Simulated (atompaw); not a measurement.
## An all-electron radial function and its pseudo partner (erbium (Er))

Columns: radius, all-electron u(r) and pseudo u(r) of the 5p shell (level -27.93 eV) of erbium in the configuration [Kr] 4d10 4f12 5s2 5p6 5d0 6s1 6p1; PBE, scalar-relativistic, PAW (atompaw) scheme, atompaw 4.2.0.5.

```csv
r (bohr),all-electron,pseudo
0.115,0.1794,0.0216
0.231,0.1242,0.0848
0.346,-0.3650,0.1825
0.462,-0.4509,0.3066
0.577,-0.2087,0.4432
0.692,0.1345,0.5809
0.808,0.4499,0.7084
0.923,0.6840,0.8133
1.038,0.8352,0.8895
1.154,0.9156,0.9334
1.269,0.9403,0.9443
1.385,0.9254,0.9258
1.500,0.8843,0.8843
1.615,0.8269,0.8269
1.731,0.7602,0.7602
1.846,0.6907,0.6907
1.962,0.6208,0.6208
2.077,0.5541,0.5541
2.192,0.4915,0.4915
2.308,0.4332,0.4332
2.423,0.3807,0.3807
2.538,0.3333,0.3333
2.654,0.2905,0.2905
2.769,0.2529,0.2529
2.885,0.2195,0.2195
3.000,0.1903,0.1903
```

(1) How many radial nodes do the two functions have?

(2) At about which radius was the pseudo-wave matched?

(3) Is the pseudo-wave norm-conserving?

Results:

(1) The all-electron 5p function has n − l − 1 = 3 (the table is too coarse to show those close to the nucleus); the pseudo-wave has 0, since the states of the same l below it are removed with the core.

(2) 1.55 bohr. The columns agree to 0.0005 from 1.39 bohr on; several derivatives are matched, so the curves merge somewhat inside the radius.

(3) No, it belongs to a PAW set: the norm inside the radius is not constrained, and the difference is carried by the augmentation charge.
